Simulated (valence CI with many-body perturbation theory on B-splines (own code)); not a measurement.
**La: calculation against measured levels**

Calculated by valence CI with perturbative core correlation (CI+MBPT): three valence electrons over a frozen Dirac-Fock core [Xe], a basis of 7 s, 7 p, 7 d, 7 f, 4 g, 2 h functions for each j, with the one-electron correlation potential Σ1 (screened to all orders), the two-electron term Σ2, the three-electron term Σ3, Breit, model QED; selected single and double excitations, second order for the rest, scaled by the run's own slope (own B-spline code, finite nucleus).

Against 62 measured levels this calculation errs by 609 cm⁻¹ on average and by 1408 at most. These come from a selection out of the NIST Handbook of Basic Atomic Spectroscopic Data. Levels without a partner in it may be off by more, other configurations by several thousand cm⁻¹. 6 measured levels below the end of the list, from 15197 cm⁻¹ on, found no clear computed partner.

Measured levels: NIST Handbook of Basic Atomic Spectroscopic Data (Sansonetti and Martin, J. Phys. Chem. Ref. Data 34, 1559 (2005)). Pairs share parity and J, and are chosen by configuration, term and nearness in energy; levels without a clear partner are left out. Energies in cm⁻¹ above the measured ground level.

Names give the largest LS component (configuration and term), which can be under half, so a name can repeat, a term be missing and a line seem to break the LS rules; names also repeat where a configuration has a term twice. Letters in brackets count levels of one name in rising energy.

```tsv
Computed label	Label in the source	Measured	Computed	Difference
5d6s² ²D_3/2	5d 6s2 2D	0	0.0	0
5d6s² ²D_5/2	5d 6s2 2D	1053.2	1024.0	-29
5d²6s ⁴F_3/2	5d2(3F) 6s 4F	2668.2	2041.8	-626
5d²6s ⁴F_5/2	5d2(3F) 6s 4F	3010.0	2388.1	-622
5d²6s ⁴F_7/2	5d2(3F) 6s 4F	3494.5	2864.7	-630
5d²6s ⁴F_9/2	5d2(3F) 6s 4F	4121.6	3501.1	-621
5d²6s ²F_5/2	5d2(3F) 6s 2F	7011.9	6364.2	-648
5d²6s ⁴P_1/2	5d2(3P) 6s 4P	7231.4	6843.3	-388
5d²6s ⁴P_3/2	5d2(3P) 6s 4P	7490.5	7110.3	-380
5d²6s ⁴P_5/2	5d2(3P) 6s 4P	7679.9	7316.3	-364
5d²6s ²F_7/2	5d2(3F) 6s 2F	8052.2	7396.4	-656
5d²6s ²D_3/2	5d2(1D) 6s 2D	8446.0	8060.2	-386
5d²6s ²P_1/2	5d2(3P) 6s 2P	9044.2	8362.3	-682
5d²6s ²D_5/2	5d2(1D) 6s 2D	9183.8	8930.0	-254
5d²6s ²P_3/2	5d2(3P) 6s 2P	9719.4	9158.2	-561
5d²6s ²G_9/2	5d2(1G) 6s 2G	9919.8	9512.6	-407
5d²6s ²G_7/2	5d2(1G) 6s 2G	9960.9	9538.0	-423
5d³ ⁴F_3/2	5d3 4F	12430.6	11026.9	-1404
5d³ ⁴F_5/2	5d3 4F	12787.4	11379.7	-1408
5d³ ⁴F_7/2	5d3 4F	13238.3	11835.1	-1403
5d6s6p ⁴F°_3/2	5d 6s(3D) 6p 4F°	13260.4	13265.4	+5
5d6s6p ²D°_5/2	5d 6s(3D) 6p	13631.0	13571.1	-60
5d³ ⁴F_9/2	5d3 4F	13747.3	12359.2	-1388
5d6s6p ⁴D°_1/2	5d 6s(3D) 6p 4D°	14095.7	14228.8	+133
5d6s6p ⁴D°_3/2	5d 6s(3D) 6p 4D°	14708.9	14642.3	-67
5d6s6p ⁴F°_5/2	5d 6s(3D) 6p 4F°	14804.1	14775.3	-29
5d6s6p ⁴F°_7/2	5d 6s(3D) 6p 4F°	15019.5	15063.2	+44
5d6s6p ²D°_3/2	5d 6s(3D) 6p	15031.6	14980.9	-51
6s²6p ²P°_1/2	5d 6s(3D) 6p	15219.9	15480.2	+260
5d6s6p ⁴D°_5/2	5d 6s(3D) 6p 4D°	15503.6	15429.1	-75
5d6s6p ⁴D°_7/2	5d 6s(3D) 6p 4D°	16099.3	16055.9	-43
5d6s6p ⁴F°_9/2	5d 6s(3D) 6p 4F°	16243.2	16294.8	+52
6s²6p ²P°_3/2	6s2(1S) 6p	16280.3	16631.3	+351
5d³ ⁴P_1/2	5d3 4P	16617.3	15403.3	-1214
5d³ ⁴P_3/2	5d3 4P	16735.1	15535.3	-1200
5d²6s ²S_1/2	5d2(1S) 6s 2S	16991.4	17020.7	+29
5d³ ²G_7/2	5d3 2G	17023.4	15958.8	-1065
5d³ ⁴P_5/2	5d3 4P	17099.4	15891.6	-1208
5d³ ²G_9/2	5d3 2G	17140.9	16024.6	-1116
5d6s6p ⁴P°_1/2	5d 6s(3D) 6p 4P°	17567.5	17651.4	+84
5d6s6p ⁴P°_3/2	5d 6s(3D) 6p 4P°	17797.3	17931.0	+134
5d²6p ²F°_7/2 [a]	5d2(3F) 6p	17910.2	16645.5	-1265
5d²6p ⁴G°_5/2 [a]	5d2(3F) 6p 4G°	17947.1	16748.2	-1199
5d6s6p ⁴P°_5/2	5d 6s(3D) 6p 4P°	18157.0	18152.7	-4
5d²6p ²D°_3/2 [a]	5d2(3F) 6p 2D°	18172.3	17646.5	-526
5d²6p ⁴G°_7/2	5d2(3F) 6p 4G°	18603.9	17596.7	-1007
5d²6p ⁴G°_9/2	5d2(3F) 6p 4G°	19129.3	18340.0	-789
5d²6p ²D°_5/2 [a]	5d2(3F) 6p 2D°	19379.4	18874.4	-505
5d²6p ⁴F°_3/2	5d2(3F) 6p 4F°	20083.0	19213.1	-870
5d²6p ⁴G°_11/2	5d2(3F) 6p 4G°	20117.4	19346.4	-771
5d²6p ²P°_1/2 [a]	5d 6s(1D) 6p	20197.3	19825.3	-372
5d²6p ⁴F°_5/2	5d2(3F) 6p 4F°	20338.2	19530.3	-808
5d²6p ⁴F°_7/2	5d2(3F) 6p 4F°	20763.2	19949.0	-814
5d²6p ⁴F°_9/2	5d2(3F) 6p 4F°	21384	20564.5	-819
5d²6p ⁴D°_1/2 [a]	5d2(3F) 6p 4D°	22246.6	21422.9	-824
5d²6p ⁴D°_3/2 [a]	5d2(3F) 6p 4D°	22439.4	21592.2	-847
5d²6p ⁴D°_5/2 [a]	5d2(3F) 6p 4D°	22804.2	21959.8	-844
5d²6p ⁴D°_7/2 [a]	5d2(3F) 6p 4D°	23303.3	22459.6	-844
4f5d6s ⁴H°_7/2	4f 5d(1G°) 6s	24409.7	24147.8	-262
4f5d6s ⁴G°_5/2	4f 5d(3G°) 6s 4G°	27022.6	27940.4	+918
```

The table shows the lowest 60 pairs. Over 62 excited levels the mean absolute difference is 609 cm⁻¹, the median 624 and the largest 1408. The comparison draws on a selection of the measured levels: 63 of the 215 computed ones have a partner in it, and others may be off by more.

These 6 measured levels below the end of the computed list are not counted above. Beside each stands the unpaired computed level of its name, or else the nearest of its J and parity; the gap is either an error of the method or a doubtful assignment.

```
Label in the source    J  Measured      Unpaired level  Computed
         4f 6s2 2F°  5/2     15197   5d²6p ²F°_5/2 [a]     15283
         4f 6s2 2F°  7/2     16538      5d6s6p ²F°_7/2     18337
         5d2(3F) 6p  5/2     16857   5d²6p ⁴G°_5/2 [b]     17549
       5d 6s(3D) 6p  7/2     23221  4f5d6s ²G°_7/2 [a]     23144
       5d 6s(3D) 6p  5/2     23875  5d6s6p ²F°_5/2 [a]     23919
      4f 5d(3D°) 6s  3/2     27969   5d²6p ²D°_3/2 [c]     27702
```
